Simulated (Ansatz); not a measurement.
Energy needed to pull apart SiH3TeF (SMILES F[SiH2][TeH]), closed shell, into free ground-state atoms, from the structure below (displaced at random from a GFN2-xTB minimum); no zero-point or spin–orbit terms; open-shell atoms are treated unrestricted, in their ground-state multiplicity.

| atom | x (Å) | y (Å) | z (Å) |
| --- | --- | --- | --- |
| F1 | -1.6853 | 0.1212 | 0.1714 |
| Si2 | -0.4184 | -0.1321 | -0.4860 |
| Te3 | 1.4182 | -0.7236 | 1.0729 |
| H4 | -0.5765 | -1.1560 | -1.4265 |
| H5 | -0.0969 | 1.1379 | -1.2246 |
| H6 | 1.3531 | 0.7301 | 1.8527 |

Computed with Ansatz 0.2.0 (basis: def2-TZVPP); correlated methods freeze the cores. Filled d shells of the heavier atoms are correlated. Core potentials replace the inner electrons of the atoms past krypton. The def2 sets are not built for correlating such inner shells, so the correlated values are less sure here.

```
      method  atomization energy (eV)
      PBE-D4                    17.69
   r2SCAN-D4                        ?
     PBE0-D4                    17.51
    HSE06-D4                    17.51
CAM-B3LYP-D4                    17.80
     wB97M-V                        ?
          HF                    12.88
         MP2                    17.53
        CCSD                    17.10
     CCSD(T)                    17.34
```

(1) What does wB97M-V give? (Judge from chemistry; the value comes from the calculation.)

(2) What does r2SCAN-D4 give? (Judge from chemistry; the value comes from the calculation.)

T1 diagnostic: at most 0.011.

Answers

(1) By the calculation: 17.71 eV, which is about 0.36 eV more than CCSD(T)/def2-TZVPP.

(2) By the calculation: 17.76 eV, which is about 0.42 eV more than CCSD(T)/def2-TZVPP.

In triple zeta the MP2 and coupled-cluster atomization energies are still short of their basis limit by a few kcal/mol a bond, whereas those of the functionals are nearly converged, so these differences are not deviations from converged CCSD(T).

For scale, one of the runs: CCSD(T)/def2-TZVPP forces, 165 basis functions, launched by `ansatz run in.yaml --threads 4 --pin off --events-out ev --progress --plain --max-ram 5222MiB`. The run took 4.7 min on 4 CPU threads of an Arm Neoverse N1 (shared host), with 2.7 GiB of host memory at its peak.
